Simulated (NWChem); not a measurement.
System: CH₄BBrO; SMILES CB(O)Br

NWChem printed, in part:

```
             Northwest Computational Chemistry Package (NWChem) 7.3.0
             --------------------------------------------------------

 CS  symmetry detected

                             Geometry "geometry" -> ""
                             -------------------------

 Output coordinates in angstroms (scale by  1.889725989 to convert to a.u.)

  No.       Tag          Charge          X              Y              Z
 ---- ---------------- ---------- -------------- -------------- --------------
    1 B                    5.0000     0.07224282    -0.97466976     0.00000000
    2 Br                  35.0000    -0.01283987     1.00415167     0.00000000
    3 C                    6.0000    -1.24700261    -1.81329380     0.00000000
    4 H                    1.0000    -1.86126083    -1.57492679     0.87715300
    5 H                    1.0000    -1.03869919    -2.88822267     0.00000000
    6 H                    1.0000    -1.86126083    -1.57492679    -0.87715300
    7 O                    8.0000     1.28890444    -1.55461587     0.00000000
    8 H                    1.0000     2.02018244    -0.91719365     0.00000000

 Effective nuclear repulsion energy (a.u.)     217.2068622196

      Symmetry information
      --------------------

 Group name             Cs
 Group number              2
 Group order               2
 No. of unique centers     7

  pbe96 is a nonlocal functional; adding pw91lda local functional.

                                 NWChem DFT Module
                                 -----------------

 Summary of "ao basis" -> "ao basis" (spherical)
 ------------------------------------------------------------------------------
       Tag                 Description            Shells   Functions and Types
 ---------------- ------------------------------  ------  ---------------------
 B                           6-31g*                  6       14   3s2p1d
 Br                          6-31g*                 12       32   5s4p3d
 C                           6-31g*                  6       14   3s2p1d
 H                           6-31g*                  2        2   2s
 O                           6-31g*                  6       14   3s2p1d

      Symmetry analysis of basis
      --------------------------

        a'         58
        a"         24

            General Information
            -------------------
          SCF calculation type: DFT
          Wavefunction type:  closed shell.
          No. of atoms     :     8
          No. of electrons :    58
           Alpha electrons :    29
            Beta electrons :    29
          Charge           :     0
          Spin multiplicity:     1
          Use of symmetry is: on ; symmetry adaption is: on
          Maximum number of iterations: 150
          AO basis - number of functions:    82
                     number of shells:    38
          Convergence on energy requested:  1.00D-06
          Convergence on density requested:  1.00D-05
          Convergence on gradient requested:  5.00D-04

              XC Information
              --------------
          PerdewBurkeErnzerhof Exchange Functional  1.000
            Perdew 1991 LDA Correlation Functional  1.000 local
           PerdewBurkeErnz. Correlation Functional  1.000 non-local

             Grid Information
             ----------------
          Grid used for XC integration:  medium
          Radial quadrature: Mura-Knowles
          Angular quadrature: Lebedev.
          Tag              B.-S. Rad. Rad. Pts. Rad. Cut. Ang. Pts.
          ---              ---------- --------- --------- ---------
          B                   0.85       49           8.0       434
          Br                  1.15      112          10.0       590
          C                   0.70       49          10.0       434
          H                   0.35       45          11.0       434
          O                   0.60       49           9.0       434
          Grid pruning is: on
          Number of quadrature shells:   394
          Spatial weights used:  Erf1

      Superposition of Atomic Density Guess
      -------------------------------------

 Sum of atomic energies:       -2711.02090356

      Non-variational initial energy
      ------------------------------

 Total energy =   -2712.681902
 1-e energy   =   -4201.421296
 2-e energy   =    1271.532531
 HOMO         =      -0.379296
 LUMO         =       0.071374

      Symmetry analysis of molecular orbitals - initial
      -------------------------------------------------

  Numbering of irreducible representations:

     1 a'          2 a"

  Orbital symmetries:

     1 a'          2 a'          3 a'          4 a'          5 a"
     6 a'          7 a'          8 a'          9 a'         10 a'
    11 a'         12 a"         13 a'         14 a'         15 a"
    16 a'         17 a"         18 a'         19 a'         20 a'
    21 a'         22 a'         23 a"         24 a'         25 a"
    26 a'         27 a'         28 a"         29 a'         30 a"
    31 a'         32 a'         33 a'         34 a'         35 a"
    36 a'         37 a'         38 a'         39 a'

     ---------------------------------------------
      Total Density - Mulliken Population Analysis
     ---------------------------------------------

    Atom       Charge   Shell Charges
 -----------   ------   -------------------------------------------------------
    1 B    5     4.15   2.00  0.55  0.94  0.34  0.24  0.09
    2 Br  35    35.39   2.00  2.00  6.00  2.00  5.99  1.56  3.94  0.37  1.50  6.97  2.93  0.12
    3 C    6     6.92   2.00  0.72  2.12  0.69  1.37  0.02
    4 H    1     0.74   0.45  0.29
    5 H    1     0.75   0.46  0.30
    6 H    1     0.74   0.45  0.29
    7 O    8     8.85   2.00  0.93  3.12  0.88  1.91  0.01
    8 H    1     0.45   0.35  0.10

[...]
```

Level: PBE/6-31G* (spherical d). All runs use the structure optimised with B3LYP/6-31G* (spherical d).

Problem. Which NWChem input produces such a log?

Solution. Several could match; the one computed here: the input that was run:
```
start job
memory heap 200 mb stack 900 mb global 1100 mb
geometry units angstroms noautoz
  B      0.083443    -0.969968     0.000000
  Br     0.031672     1.010005     0.000000
  C     -1.249728    -1.786273     0.000000
  H     -1.859888    -1.537603     0.877153
  H     -1.059543    -2.864555     0.000000
  H     -1.859888    -1.537603    -0.877153
  O      1.290173    -1.570306     0.000000
  H      2.032074    -0.945280     0.000000
end
basis spherical
  B library 6-31g*
  Br library 6-31g*
  C library 6-31g*
  H library 6-31g*
  O library 6-31g*
end
dft
  xc xpbe96 cpbe96
  iterations 150
  mulliken
end
task dft energy
```
